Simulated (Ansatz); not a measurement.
System: PbCl (charge +1, singlet). SMILES: [Cl][Pb+]
Geometry: optimised at B3LYP-D3(BJ)/def2-TZVP (Ansatz, a first-principles code).

Parts of the frozen-core correlation energy in def2-SVP (Ansatz, hartree). Frozen orbitals: 14; correlated occupied orbitals by spin: 5 and 5; virtual: 25 and 25. Spin-orbit coupling is left out. Past Kr the def2 sets carry scalar-relativistic core potentials.

```
term                            value
-------------------------  ----------
reference (HF)             -650.99685
MP2 opposite-spin          (withheld)
MP2 same-spin              (withheld)
CCSD correlation           (withheld)
(T)                          -0.00599
CCSDT minus CCSD(T)          -0.00067
CCSDT(Q) minus CCSD(T)       -0.00131
T1 diagnostic                   0.022
largest doubles amplitude       0.060
```

Problem. Some entries are withheld; supply them.

Solution. 
- MP2 opposite-spin, value: -0.12911
- MP2 same-spin, value: -0.04392
- CCSD correlation, value: -0.19141
